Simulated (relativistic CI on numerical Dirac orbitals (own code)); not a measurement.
La²²⁺: computed level list

Computed by Dirac-Coulomb-Breit CI, KLI orbitals optimised for each configuration, model QED (radiative potential, 1s self-energy scaled to tabulated hydrogen-like ionisation energies), unscaled Slater integrals (own radial code, finite nucleus).

Configurations in the expansion (outside the closed core [Ar] 3d10): 4s2 4p5, 4s 4p6, 4s2 4p4 4d, 4s 4p5 4d, 4s2 4p4 4f, 4s 4p5 4f, 4p6 4d, 4s 4p4 4d2, 4s2 4p3 4d 4f, 4p6 4f, 4s2 4p4 5s, 4p5 4d2, 4p4 4d3, 4p4 4d2 4f, 4p4 4d2 5s. Double excitations out of closed p, d and f shells are left out; levels of such configurations are missing from the list, as are those of other unlisted configurations, and high levels can miss mixing partners.

The lowest level is 4s2 4p5 2P°_3/2, with 99 % of that term; Hund's rules for 4s2 4p5 give 2P° with J = 3/2, in agreement.

```tsv
No.	Configuration	Term	J	E (eV)	%	Next component (%)	Landé g
1	4s2 4p5	2P°	3/2	0.000	99	1 4s 4p5 4d 2P°	1.332
2	4s2 4p5	2P°	1/2	21.496	99	1 4s 4p5 4d 2P°	0.663
3	4s 4p6	2S	1/2	76.252	76	20 4s2 4p4 4d 2S	2.011
4	4s2 4p4 4d	4D	3/2	88.758	46	26 2D	1.186
5	4s2 4p4 4d	4D	5/2	89.310	58	16 2D	1.284
6	4s2 4p4 4d	2P	1/2	90.345	49	27 4D	0.940
7	4s2 4p4 4d	4D	7/2	91.359	44	33 4F	1.279
8	4s2 4p4 4d	2F	7/2	94.431	53	22 2G	1.144
9	4s2 4p4 4d	4F	9/2	94.996	74	25 2G	1.276
10	4s2 4p4 4d	2D	3/2	97.030	52	19 4P	0.961
11	4s2 4p4 4d	4P	1/2	100.077	59	29 2P	2.003
12	4s2 4p4 4d	2D	5/2	102.888	42	31 4P	1.253
13	4s2 4p4 4d	2D	3/2	103.920	36	25 4P	0.998
14	4s2 4p4 4d	4F	5/2	104.879	41	27 2F	1.078
15	4s2 4p4 4d	4D	1/2	107.159	72	21 2P	0.300
16	4s2 4p4 4d	4D	3/2	109.983	34	25 2P	1.051
17	4s2 4p4 4d	2F	5/2	113.904	40	26 2D	1.030
18	4s2 4p4 4d	4F	7/2	113.964	54	25 4D	1.235
19	4s2 4p4 4d	2G	7/2	114.497	50	40 2F	1.035
20	4s2 4p4 4d	2P	3/2	115.821	47	26 4P	1.320
21	4s2 4p4 4d	2F	5/2	117.484	54	23 4P	1.122
22	4s2 4p4 4d	2G	9/2	118.300	74	25 4F	1.166
23	4s2 4p4 4d	2D	5/2	119.733	49	25 2F	1.182
24	4s2 4p4 4d	2F	7/2	122.699	82	7 4F	1.139
25	4s2 4p4 4d	2P	3/2	127.871	47	23 4F	0.988
26	4s2 4p4 4d	2S	1/2	127.931	63	13 4s 4p6 2S	1.902
27	4s2 4p4 4d	2D	5/2	131.662	86	7 2F	1.174
28	4s2 4p4 4d	2D	3/2	132.560	54	35 2P	1.020
29	4s2 4p4 4d	2P	1/2	139.381	86	11 2S	0.836
30	4s2 4p4 4d	2D	5/2	143.385	52	17 2F	1.179
31	4s2 4p4 4d	2D	3/2	151.832	76	14 2P	0.860
32	4s 4p5 4d	4P°	1/2	172.335	95	5 4D°	2.534
33	4s 4p5 4d	4P°	3/2	174.150	75	22 4D°	1.577
34	4s 4p5 4d	4F°	7/2	175.511	70	13 4D°	1.250
35	4s 4p5 4d	4D°	5/2	175.813	37	36 4F°	1.245
36	4s 4p5 4d	4F°	9/2	176.415	94	6 4s2 4p4 4f 4F°	1.332
37	4s 4p5 4d	4P°	5/2	180.036	47	22 4F°	1.314
38	4s 4p5 4d	4F°	3/2	180.342	41	26 2D°	0.787
39	4s 4p5 4d	4D°	1/2	184.009	59	32 2P°	0.287
40	4s 4p5 4d	4D°	7/2	184.320	62	33 2F°	1.325
41	4s 4p5 4d	2D°	5/2	185.803	38	31 2F°	1.129
42	4s 4p5 4d	2P°	3/2	189.217	35	30 2D°	1.131
43	4s 4p5 4d	2F°	7/2	190.871	77	10 4D°	1.182
44	4s 4p5 4d	2D°	5/2	192.372	49	31 2F°	1.120
45	4s 4p5 4d	4F°	3/2	193.716	30	25 4D°	0.887
```

Energies count from the lowest computed level; ° marks odd parity.

The mean weight of the leading LS term, summed over parents, in these 45 levels is 59 %, and that of the leading jj configuration (from the same eigenvectors) 77 %, so jj coupling describes them better and the LS labels are nominal.

At this charge energies of transitions that change n are usually good to better than 1 %, and those within a shell (Δn = 0) to a few per cent.

LS names give the leading component of a level, which can be under half, so a name can repeat, a term be missing and a line seem to break the LS rules.
